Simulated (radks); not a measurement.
Removal energies from the sulfur ion S+, [Ne] 3s2 3p(1/2: 2, 3/2: 1), by Delta-SCF beside the eigenvalue of the level emptied. Calculated with a radial shooting solver on a logarithmic mesh with Libxc functionals: Dirac Kohn-Sham, PBE, spin-unpolarised, spherical densities, finite nucleus; Fermi nuclear charge, rms radius of each element as measured or else 0.836 A^(1/3) + 0.57 fm. Sub-shells are occupied by j as written (lower j first in brackets).

| removed from | final configuration | Delta-SCF (eV) | -eigenvalue (eV) |
|---|---|---|---|
| 3p3/2 | [Ne] 3s2 3p(1/2: 2, 3/2: 0) | 22.229 | 16.746 |
| 3p1/2 | [Ne] 3s2 3p(1/2: 1, 3/2: 1) | 22.344 | 16.845 |
| 3s1/2 | [Ne] 3s1 3p(1/2: 2, 3/2: 1) | 33.711 | 27.610 |
| 2p3/2 | [He] 2s2 2p(1/2: 2, 3/2: 3) 3s2 3p(1/2: 2, 3/2: 1) | 186.53 | 167.79 |
